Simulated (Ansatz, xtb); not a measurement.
**Relaxing a trial structure of B2ClHSi+**

The starting geometry of this gas-phase doublet has its atoms placed at random.

```xyz
5

B     0.0546    1.4802   -0.7293
B     0.6586   -1.0775   -0.9893
Cl   -0.2732   -0.5454    0.1765
Si   -0.9334    1.1512    1.1795
H     1.0599   -0.8779    0.5098
```

Problem. Guess where an optimisation with r2SCAN-D4/def2-SVP ends from this start.

Solution. It ends as a structure with Cl3 bridging B2 and B1, given below by its coordinates. Distances that change by over a tenth: B2–Cl3 (1.58 → 1.87 Å). Contacts that open: Cl3–Si4 (2.08 → 3.59 Å), Cl3–H5 (1.41 → 2.72 Å). Contacts that close: B1–B2 (2.64 → 1.61 Å), B1–Cl3 (2.24 → 1.96 Å), B2–H5 (1.56 → 1.19 Å).

The energy falls by 10.23 eV over 20 steps:

| step | E − E(last) (eV) |
| --- | --- |
| 1 | 10.228 |
| 3 | 5.994 |
| 5 | 2.561 |
| 7 | 0.921 |
| 9 | 0.423 |
| 12 | 0.227 |
| 14 | 0.151 |
| 16 | 0.040 |
| 18 | 0.002 |
| 20 | 0.000 |

Final geometry (Å):

```json
{"atom": "B", "x (Å)": "-0.1792", "y (Å)": "0.6600", "z (Å)": "0.1339"}
{"atom": "B", "x (Å)": "0.8359", "y (Å)": "-0.5200", "z (Å)": "-0.2817"}
{"atom": "Cl", "x (Å)": "-0.7343", "y (Å)": "-1.1874", "z (Å)": "0.4946"}
{"atom": "Si", "x (Å)": "-1.0816", "y (Å)": "2.3856", "z (Å)": "0.4648"}
{"atom": "H", "x (Å)": "1.7255", "y (Å)": "-1.2077", "z (Å)": "-0.6645"}
```

From the same start GFN2-xTB reaches the same bonding as this run.

From so rough a start the end depends on the optimiser's path, so another program may land elsewhere. No frequencies were run, so the end isn't proven a minimum. Open shells are spin-unrestricted. Run with Ansatz 0.2.0, 94 s on 1 thread of Intel(R) Xeon(R) 6975P-C (Granite Rapids) (shared host).
